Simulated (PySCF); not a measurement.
Molfile (atoms numbered from 1):
```
C8H18BN
     RDKit          3D

 28 27  0  0  0  0  0  0  0  0999 V2000
    5.7603    0.0481    0.8803 C   0  0  0  0  0  0  0  0  0  0  0  0
    4.4408   -0.0183    0.2696 C   0  0  0  0  0  0  0  0  0  0  0  0
    3.3455   -0.0787   -0.2496 C   0  0  0  0  0  0  0  0  0  0  0  0
    2.0117   -0.1423   -0.8406 C   0  0  0  0  0  0  0  0  0  0  0  0
    0.8742    0.2270    0.1209 C   0  0  0  0  0  0  0  0  0  0  0  0
   -0.5416    0.1345   -0.6510 B   0  0  0  0  0  0  0  0  0  0  0  0
   -1.8266    0.4442    0.3468 N   0  0  0  0  0  0  0  0  0  0  0  0
   -3.0507    0.3758   -0.4677 C   0  0  0  0  0  0  0  0  0  0  0  0
   -1.7055    1.7883    0.9346 C   0  0  0  0  0  0  0  0  0  0  0  0
   -1.8992   -0.5641    1.4167 C   0  0  0  0  0  0  0  0  0  0  0  0
    6.4140    0.7590    0.3501 H   0  0  0  0  0  0  0  0  0  0  0  0
    5.7014    0.3744    1.9311 H   0  0  0  0  0  0  0  0  0  0  0  0
    6.2597   -0.9339    0.8670 H   0  0  0  0  0  0  0  0  0  0  0  0
    1.8412   -1.1591   -1.2352 H   0  0  0  0  0  0  0  0  0  0  0  0
    1.9751    0.5208   -1.7226 H   0  0  0  0  0  0  0  0  0  0  0  0
    1.0854    1.2384    0.5134 H   0  0  0  0  0  0  0  0  0  0  0  0
    0.9414   -0.4535    0.9900 H   0  0  0  0  0  0  0  0  0  0  0  0
   -0.7720   -0.9961   -1.0813 H   0  0  0  0  0  0  0  0  0  0  0  0
   -0.6509    0.9792   -1.5402 H   0  0  0  0  0  0  0  0  0  0  0  0
   -3.9403    0.5594    0.1566 H   0  0  0  0  0  0  0  0  0  0  0  0
   -3.1122   -0.6171   -0.9290 H   0  0  0  0  0  0  0  0  0  0  0  0
   -2.9883    1.1259   -1.2649 H   0  0  0  0  0  0  0  0  0  0  0  0
   -1.6036    2.5197    0.1234 H   0  0  0  0  0  0  0  0  0  0  0  0
   -0.8075    1.8321    1.5616 H   0  0  0  0  0  0  0  0  0  0  0  0
   -2.5924    2.0242    1.5444 H   0  0  0  0  0  0  0  0  0  0  0  0
   -2.7735   -0.3796    2.0615 H   0  0  0  0  0  0  0  0  0  0  0  0
   -0.9840   -0.5223    2.0185 H   0  0  0  0  0  0  0  0  0  0  0  0
   -1.9737   -1.5585    0.9601 H   0  0  0  0  0  0  0  0  0  0  0  0
  1  2  1  0
  2  3  3  0
  3  4  1  0
  4  5  1  0
  5  6  1  0
  6  7  1  0
  7  8  1  0
  7  9  1  0
  7 10  1  0
  1 11  1  0
  1 12  1  0
  1 13  1  0
  4 14  1  0
  4 15  1  0
  5 16  1  0
  5 17  1  0
  6 18  1  0
  6 19  1  0
  8 20  1  0
  8 21  1  0
  8 22  1  0
  9 23  1  0
  9 24  1  0
  9 25  1  0
 10 26  1  0
 10 27  1  0
 10 28  1  0
M  CHG  2   6  -1   7   1
M  END
```

Geometry: PBE0-D3(BJ)/def2-SVP; GIAO absolute shieldings from PySCF 2.14.0 with density-fitted response routines, gas phase, non-relativistic, averaged over equivalent atoms.

At PBE0/pcSseg-1 (260 basis functions, 120 s wall time on 1 thread of an Arm Neoverse N1, shared host):
```csv
atoms,σ (ppm)
C3,93.6
C2,107.8
C8/C9/C10,132.2
C5,163.7
C4,166.1
C1,179.4
B6,106.4
N7,208.4
H20/H21/H22/H23/H24/H25/H26/H27/H28,28.88
H18/H19,29.27
H14/H15,29.36
H11/H12/H13,29.48
H16/H17,30.77
```

Q: What do these become at PBE/pcSseg-1?

A: 
| atoms | σ at PBE/pcSseg-1 | change |
| --- | --- | --- |
| C3 | 91.1 | -2.5 |
| C2 | 105.5 | -2.3 |
| C8/C9/C10 | 126.3 | -5.9 |
| C5 | 157.1 | -6.6 |
| C4 | 160.0 | -6.1 |
| C1 | 174.7 | -4.7 |
| B6 | 101.3 | -5.1 |
| N7 | 196.8 | -11.6 |
| H20/H21/H22/H23/H24/H25/H26/H27/H28 | 28.74 | -0.14 |
| H18/H19 | 29.08 | -0.19 |
| H14/H15 | 29.17 | -0.19 |
| H11/H12/H13 | 29.36 | -0.12 |
| H16/H17 | 30.61 | -0.16 |

The largest change is at N7 (donor nitrogen of a Lewis adduct). Cost: 260 basis functions, 2.3 min wall time on 1 thread of an Arm Neoverse N1, shared host. The order of the carbon signals is the same at both levels.

A carbon bonded to boron is broadened by the quadrupolar boron nucleus and is often missing from a measured spectrum.
